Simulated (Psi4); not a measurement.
C₂H₂Br₂ (SMILES Br/C=C\Br), singlet, geometry from GFN2-xTB; R2SCAN/def2-QZVPP (Psi4).

The Psi4 input:
```
memory 2 GB

molecule mol {
0 1
Br    1.681025    0.105229    0.395593
C     0.391781   -1.246316    0.609158
C    -0.870945   -1.125233    0.230594
Br   -1.575411    0.417487   -0.580684
H     0.765538   -2.145682    1.072481
H    -1.587015   -1.920096    0.367187
}

set {
  basis def2-qzvpp
  reference rks
}

energy('r2scan')
print_variables()
```

### Question
Write the output that Psi4 gives for this input, abridged.

### Answer

```
   => Loading Basis Set <=

    Name: DEF2-QZVPP
    Role: ORBITAL
    Keyword: BASIS

         ---------------------------------------------------------
                                   SCF
               by Justin Turney, Rob Parrish, Andy Simmonett
                          and Daniel G. A. Smith
                              RKS Reference
         ---------------------------------------------------------

  ==> Geometry <==

    Molecular point group: c1
    Full point group: C1

    Geometry (in Angstrom), charge = 0, multiplicity = 1:

       Center              X                  Y                   Z               Mass
    ------------   -----------------  -----------------  -----------------  -----------------
         BR           1.671468372306     0.057931817870     0.412340770646    78.918337600000
         C            0.382224372306    -1.293613182130     0.625905770646    12.000000000000
         C           -0.880501627694    -1.172530182130     0.247341770646    12.000000000000
         BR          -1.584967627694     0.370189817870    -0.563936229354    78.918337600000
         H            0.755981372306    -2.192979182130     1.089228770646     1.007825032230
         H           -1.596571627694    -1.967393182130     0.383934770646     1.007825032230

  Running in c1 symmetry.

  Rotational constants: A =      0.27562  B =      0.03560  C =      0.03153 [cm^-1]
  Rotational constants: A =   8262.90101  B =   1067.37948  C =    945.27180 [MHz]
  Nuclear repulsion =  434.246505635471976

  Charge       = 0
  Multiplicity = 1
  Electrons    = 84
  Nalpha       = 42
  Nbeta        = 42

  ==> Algorithm <==

  SCF Algorithm Type is DF.
  DIIS enabled.
  MOM disabled.
  Fractional occupation disabled.
  Guess Type is SAD.
  Energy threshold   = 1.00e-06
  Density threshold  = 1.00e-06
  Integral threshold = 1.00e-12

  ==> Primary Basis <==

  Basis Set: DEF2-QZVPP
    Blend: DEF2-QZVPP
    Number of shells: 108
    Number of basis functions: 352
    Number of Cartesian functions: 436
    Spherical Harmonics?: true
    Max angular momentum: 4

  ==> DFT Potential <==

   => LibXC <=

    Version 7.1.2
    S. Lehtola, C. Steigemann, M. J. T. Oliveira, and M. A. L. Marques,  SoftwareX 7, 1–5 (2018) (10.1016/j.softx.2017.11.002)

   => Composite Functional: R2SCAN <=

    r2SCAN Meta-GGA XC Functional  (0.1021/acs.jpclett.0c02405)
    J. W. Furness, A. D. Kaplan, J. Ning, J. P. Perdew, J. Sun  J. Phys. Chem. Lett.  11, 8208–8215, 2020

    Deriv               =              1
    GGA                 =           TRUE
    Meta                =           TRUE

    Exchange Hybrid     =          FALSE
    MP2 Hybrid          =          FALSE

   => Exchange Functionals <=

    1.0000   XC_MGGA_X_R2SCAN

   => Correlation Functionals <=

    1.0000   XC_MGGA_C_R2SCAN

   => LibXC Density Thresholds  <==

    XC_MGGA_C_R2SCAN:  1.00E-15
    XC_MGGA_X_R2SCAN:  1.00E-11

   => Molecular Quadrature <=

    Radial Scheme          =       TREUTLER
    Pruning Scheme         =           NONE
    Nuclear Scheme         =       TREUTLER

    Blocking Scheme        =         OCTREE
    BS radius alpha        =              1
    Pruning alpha          =              1
    Radial Points          =             75
    Spherical Points       =            302
    Total Points           =         128347
    Total Blocks           =           1040
    Max Points             =            256
    Max Functions          =            311
    Weights Tolerance      =       1.00E-15

   => Loading Basis Set <=

    Name: (DEF2-QZVPP AUX)
    Role: JKFIT
    Keyword: DF_BASIS_SCF

  ==> Integral Setup <==

  SCF_SUBTYPE=INCORE selected. In-core MEM_DF algorithm will be used.
  Using in-core AOs.

  ==> MemDFJK: Density-Fitted J/K Matrices <==

    J tasked:                   Yes
    K tasked:                    No
    wK tasked:                   No
    Algorithm:                 Core
    Schwarz Cutoff:           1E-12
    Mask sparsity (%):       8.3258
    Fitting Condition:        1E-10

   => Auxiliary Basis Set <=

  Basis Set: (DEF2-QZVPP AUX)
    Blend: DEF2-UNIVERSAL-JKFIT
    Number of shells: 182
    Number of basis functions: 718
    Number of Cartesian functions: 960
    Spherical Harmonics?: true
    Max angular momentum: 5

  Minimum eigenvalue in the overlap matrix is 7.3532656861E-05.
  Reciprocal condition number of the overlap matrix is 9.0511828646E-06.
    Using symmetric orthogonalization.

  ==> Pre-Iterations <==

  SCF Guess: Superposition of Atomic Densities via on-the-fly atomic UHF (no occupation information).

   -------------------------
    Irrep   Nso     Nmo
   -------------------------
     A        352     352
   -------------------------
    Total     352     352
   -------------------------

  ==> Iterations <==

                           Total Energy        Delta E     RMS |[F,P]|

   @DF-RKS iter SAD: -5222.62784233927687   -5.22263e+03   0.00000e+00
   @DF-RKS iter   1: -5224.66204964811186   -2.03421e+00   8.95057e-03 ADIIS/DIIS
   @DF-RKS iter   2: -5224.06376303285833    5.98287e-01   9.69723e-03 ADIIS/DIIS
   @DF-RKS iter   3: -5225.62824126886699   -1.56448e+00   1.56266e-03 ADIIS/DIIS
   @DF-RKS iter   4: -5225.74629873147296   -1.18057e-01   5.39543e-04 ADIIS/DIIS
   @DF-RKS iter   5: -5225.76195864121655   -1.56599e-02   1.56825e-04 ADIIS/DIIS
   @DF-RKS iter   6: -5225.76331639986256   -1.35776e-03   2.51850e-05 DIIS
   @DF-RKS iter   7: -5225.76335313560048   -3.67357e-05   7.82080e-06 DIIS
   @DF-RKS iter   8: -5225.76335523704347   -2.10144e-06   1.92254e-06 DIIS
   @DF-RKS iter   9: -5225.76335542335437   -1.86311e-07   2.53832e-07 DIIS
  Energy and wave function converged.

  ==> Post-Iterations <==

   Electrons on quadrature grid:
      Ntotal   =   83.9999978272 ; deviation = -2.173e-06

    Orbital Energies [Eh]
    ---------------------

    Doubly Occupied:

[...]
    Virtual:

[...]
     352A   1821.035370

    Final Occupation by Irrep:
              A
    DOCC [    42 ]
    NA   [    42 ]
    NB   [    42 ]

  @DF-RKS Final Energy: -5225.76335542335437

   => Energetics <=

    Nuclear Repulsion Energy =            434.2465056354719763
    One-Electron Energy =               -8134.7822629826205230
    Two-Electron Energy =                2668.9474546960018415
    DFT Exchange-Correlation Energy =    -194.1750527722082893
    Empirical Dispersion Energy =           0.0000000000000000
    VV10 Nonlocal Energy =                  0.0000000000000000
    Total Energy =                      -5225.7633554233543691

Computation Completed

Properties will be evaluated at   0.000000,   0.000000,   0.000000 [a0]

Properties computed using the SCF density matrix

 Multipole Moments:

 ------------------------------------------------------------------------------------
     Multipole            Electronic (a.u.)      Nuclear  (a.u.)        Total (a.u.)
 ------------------------------------------------------------------------------------

 L = 1.  Multiply by 2.5417464519 to convert [e a0] to [Debye]
 Dipole X            :          1.3918771           -1.5169356           -0.1250585
 Dipole Y            :          6.8888700           -7.5078352           -0.6189652
 Dipole Z            :         -2.4393092            2.6584813            0.2191721
 Magnitude           :                                                    0.6684265

 ------------------------------------------------------------------------------------

  Variable Map:
  ----------------------------------------------------------------------------
[...]
  Array Variable Map:
  ----------------------------------------------------------------------------
[...]
[...]
```
